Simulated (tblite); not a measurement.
Compound: C3H7ClO2S.
Atom-mapped SMILES: `[CH3:1][CH2:2][CH2:3][S:4](=[O:5])(=[O:6])[Cl:7]` (hydrogens: H8, H9, H10 on C1; H11, H12 on C2; H13, H14 on C3)

Computed with GFN2-xTB (tblite), gas phase: L-BFGS steps from a force-field or distance-geometry start until the largest atomic force falls under 0.01 eV/Å.

Step 25: E = -705.5479 eV
```
atom  x, y, z in Å  |  force x, y, z in eV/Å
C1      1.4137    0.7686    0.3806    0.036   0.046   0.018
C2      0.7506    0.0571   -0.7942    0.035   0.000  -0.039
C3     -0.2630   -0.9634   -0.3449   -0.030  -0.007  -0.006
S4     -1.6226   -0.2364    0.5954   -0.024  -0.095   0.032
O5     -2.6310   -1.2363    0.7299   -0.106  -0.064   0.040
O6     -1.2196    0.4743    1.7620    0.118   0.026   0.045
Cl7    -2.3706    1.1487   -0.6882    0.052   0.060  -0.114
H8      1.5933    0.0745    1.2003    0.036   0.052  -0.068
H9      0.7939    1.5777    0.7557   -0.061  -0.086   0.025
H10     2.3662    1.1956    0.0738   -0.014  -0.012  -0.001
H11     0.2900    0.7809   -1.4661   -0.123   0.066   0.051
H12     1.5008   -0.4715   -1.3845    0.153  -0.051   0.010
H13     0.1681   -1.7077    0.3216   -0.055   0.058   0.052
H14    -0.7703   -1.4623   -1.1635   -0.017   0.008  -0.047
```

Step 26: E = -705.5513 eV
```
atom  x, y, z in Å  |  force x, y, z in eV/Å
C1      1.4195    0.7709    0.3806   -0.035  -0.010  -0.058
C2      0.7521    0.0538   -0.7924    0.064   0.028  -0.045
C3     -0.2659   -0.9647   -0.3409    0.035   0.048  -0.051
S4     -1.6275   -0.2335    0.5909   -0.036  -0.084   0.093
O5     -2.6363   -1.2343    0.7198   -0.111  -0.046   0.037
O6     -1.2232    0.4685    1.7638    0.090   0.015  -0.020
Cl7    -2.3767    1.1599   -0.6883    0.083   0.029  -0.086
H8      1.6218    0.0703    1.1886    0.046   0.056  -0.047
H9      0.7860    1.5626    0.7714   -0.033  -0.096   0.014
H10     2.3596    1.2185    0.0635   -0.041  -0.021   0.006
H11     0.2938    0.7781   -1.4687   -0.106   0.020   0.095
H12     1.5018   -0.4798   -1.3822    0.116  -0.018   0.049
H13     0.1604   -1.7044    0.3349   -0.061   0.070   0.022
H14    -0.7660   -1.4663   -1.1633   -0.012   0.009  -0.011
```

Step 27: E = -705.5552 eV
```
atom  x, y, z in Å  |  force x, y, z in eV/Å
C1      1.4239    0.7735    0.3799   -0.089  -0.068  -0.111
C2      0.7543    0.0507   -0.7912    0.061   0.038  -0.043
C3     -0.2683   -0.9666   -0.3389    0.082   0.089  -0.081
S4     -1.6321   -0.2327    0.5878   -0.045  -0.043   0.114
O5     -2.6438   -1.2318    0.7133   -0.078   0.001   0.038
O6     -1.2208    0.4633    1.7635    0.036  -0.017  -0.089
Cl7    -2.3811    1.1714   -0.6904    0.116  -0.023  -0.035
H8      1.6477    0.0688    1.1776    0.056   0.040  -0.018
H9      0.7773    1.5470    0.7859   -0.007  -0.088  -0.002
H10     2.3529    1.2388    0.0551   -0.064  -0.016   0.007
H11     0.2933    0.7760   -1.4679   -0.060  -0.034   0.118
H12     1.5060   -0.4871   -1.3792    0.049   0.034   0.082
H13     0.1509   -1.7010    0.3479   -0.054   0.072  -0.013
H14    -0.7610   -1.4708   -1.1656   -0.003   0.014   0.033
```

Step 28: E = -705.5588 eV
```
atom  x, y, z in Å  |  force x, y, z in eV/Å
C1      1.4266    0.7748    0.3779   -0.086  -0.088  -0.092
C2      0.7573    0.0484   -0.7910    0.027   0.026  -0.025
C3     -0.2694   -0.9670   -0.3385    0.077   0.090  -0.069
S4     -1.6368   -0.2333    0.5862   -0.036   0.009   0.077
O5     -2.6526   -1.2299    0.7085   -0.025   0.053   0.044
O6     -1.2176    0.4593    1.7620   -0.018  -0.052  -0.123
Cl7    -2.3826    1.1813   -0.6925    0.136  -0.072   0.011
H8      1.6717    0.0684    1.1675    0.053   0.025  -0.010
H9      0.7690    1.5313    0.7988    0.015  -0.078  -0.022
H10     2.3458    1.2563    0.0474   -0.093  -0.008   0.006
H11     0.2911    0.7741   -1.4649   -0.012  -0.063   0.100
H12     1.5117   -0.4931   -1.3751   -0.009   0.078   0.084
H13     0.1414   -1.6963    0.3589   -0.034   0.062  -0.040
H14    -0.7562   -1.4747   -1.1675    0.005   0.019   0.059
```

Question: Estimate the geometry and energy of step 29. (The exact step hangs on the optimiser's Hessian estimate; all steps are aligned on step 28, rigid shifts and turns removed.)

Answer: E = -705.5619 eV, largest force 0.172 eV/Å
```
atom  x, y, z in Å  |  force x, y, z in eV/Å
C1      1.4279    0.7746    0.3749   -0.049  -0.072  -0.028
C2      0.7602    0.0467   -0.7914   -0.017   0.006   0.009
C3     -0.2694   -0.9656   -0.3391    0.024   0.055  -0.023
S4     -1.6413   -0.2346    0.5854   -0.010   0.047  -0.001
O5     -2.6613   -1.2280    0.7046    0.018   0.080   0.047
O6     -1.2160    0.4560    1.7601   -0.049  -0.060  -0.102
Cl7    -2.3807    1.1879   -0.6940    0.138  -0.097   0.035
H8      1.6936    0.0684    1.1580    0.045   0.004  -0.008
H9      0.7622    1.5159    0.8096    0.023  -0.063  -0.037
H10     2.3380    1.2712    0.0408   -0.107   0.003  -0.001
H11     0.2890    0.7719   -1.4609    0.016  -0.054   0.048
H12     1.5168   -0.4974   -1.3701   -0.036   0.094   0.055
H13     0.1330   -1.6902    0.3674   -0.002   0.040  -0.049
H14    -0.7528   -1.4772   -1.1674    0.006   0.018   0.056
```

The energy changes by -0.0031 eV. The first-order estimate −F·Δx gives -0.0044 eV and the mean of the old and new forces, exact on a quadratic surface, -0.0031 eV. The step makes an angle of 75° with the force vector and moves no atom by more than 0.024 Å.

Hardware: one thread of an x86-64 server, no GPU (shared host).
